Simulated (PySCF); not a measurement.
# Correlation energy of Hg (mercury, neutral)

[Xe] 4f14 5d10 6s1 6p1, high-spin 3P determinant (an excited configuration). Calculation: PySCF 2.14, in aug-cc-pVTZ-PP with ECP60MDF; a scalar-relativistic core potential. Frozen: 5s2 5p6; 12 electrons correlated.

```
  level  correlation energy (mhartree)
   CCSD                        -370.59
    (T)                         -14.66
CCSD(T)                        -385.25
```

Diagnostics: T1 = 0.013, D1 = 0.0496, largest double amplitude 0.024.

Spin-orbit coupling, absent here, splits the open shell strongly.

Cost of the coupled-cluster step: of the order of 80 core-seconds, for 12 correlated electrons.

Iterations:

```
CC2 = 0
CCSD nocc = (np.int64(7), np.int64(5)), nmo = (84, 84)
frozen orbitals [[0, 1, 2, 3], [0, 1, 2, 3]]
max_cycle = 100
direct = 0
conv_tol = 1e-08
conv_tol_normt = 1e-06
diis_space = 8
diis_start_cycle = 0
Init t2, MP2 energy = -0.399420029854039
Init E_corr(UCCSD) = -0.399420029854289
cycle = 1  E_corr(UCCSD) = -0.362141706218497  dE = 0.0372783236  norm(t1,t2) = 0.0604376
cycle = 2  E_corr(UCCSD) = -0.370261069898862  dE = -0.00811936368  norm(t1,t2) = 0.0168491
cycle = 3  E_corr(UCCSD) = -0.369773059983505  dE = 0.000488009915  norm(t1,t2) = 0.00913349
cycle = 4  E_corr(UCCSD) = -0.370573413648361  dE = -0.000800353665  norm(t1,t2) = 0.00430979
cycle = 5  E_corr(UCCSD) = -0.370627248287667  dE = -5.38346393e-05  norm(t1,t2) = 0.00182022
cycle = 6  E_corr(UCCSD) = -0.370571378761967  dE = 5.58695257e-05  norm(t1,t2) = 0.000520339
cycle = 7  E_corr(UCCSD) = -0.370589724713161  dE = -1.83459512e-05  norm(t1,t2) = 0.000221948
cycle = 8  E_corr(UCCSD) = -0.370590186382427  dE = -4.61669265e-07  norm(t1,t2) = 0.000106671
cycle = 9  E_corr(UCCSD) = -0.370586649806509  dE = 3.53657592e-06  norm(t1,t2) = 3.79336e-05
cycle = 10  E_corr(UCCSD) = -0.370587318826802  dE = -6.69020293e-07  norm(t1,t2) = 1.41511e-05
cycle = 11  E_corr(UCCSD) = -0.370587250050848  dE = 6.87759545e-08  norm(t1,t2) = 5.39265e-06
cycle = 12  E_corr(UCCSD) = -0.370587249438674  dE = 6.12174089e-10  norm(t1,t2) = 1.18285e-06
cycle = 13  E_corr(UCCSD) = -0.370587247957797  dE = 1.48087687e-09  norm(t1,t2) = 3.60831e-07
UCCSD converged
E(UCCSD) = -152.7759037844245  E_corr = -0.3705872479577969
UCCSD(T) correction = -0.0146589281396563
```
